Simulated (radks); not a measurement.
Task: The mean radii <r> (bohr) of the occupied orbitals of an atom or ion are listed with their occupations. All-electron calculation, non-relativistic Kohn-Sham, LB94 model potential, spin-polarised, spherical densities, point nucleus. Program: a radial shooting solver on a logarithmic mesh with Libxc functionals.

| orbital | occ. | <r> |
|---|---|---|
| 1s down | 1 | 0.02570 |
| 1s up | 1 | 0.02571 |
| 2s up | 1 | 0.1097 |
| 2s down | 1 | 0.1097 |
| 2p up | 3 | 0.09315 |
| 2p down | 3 | 0.09316 |
| 3s up | 1 | 0.2836 |
| 3s down | 1 | 0.2840 |
| 3p up | 3 | 0.2729 |
| 3p down | 3 | 0.2733 |
| 3d up | 5 | 0.2428 |
| 3d down | 5 | 0.2431 |
| 4s up | 1 | 0.5844 |
| 4s down | 1 | 0.5812 |
| 4p up | 3 | 0.5867 |

Name the element and its charge. Open shells, if any, are filled with parallel spins first.

Result: Z = 59, praseodymium, charge +26: Pr26+ in [Ar] 3d10 4s2 4p3. The 1s radius gives Z: for a bare nucleus <r> = 1.5/Z, 0.02542 bohr for Z = 59, and screening makes it slightly larger (0.02570 here). The occupations add up to 33, and the charge is Z minus that.
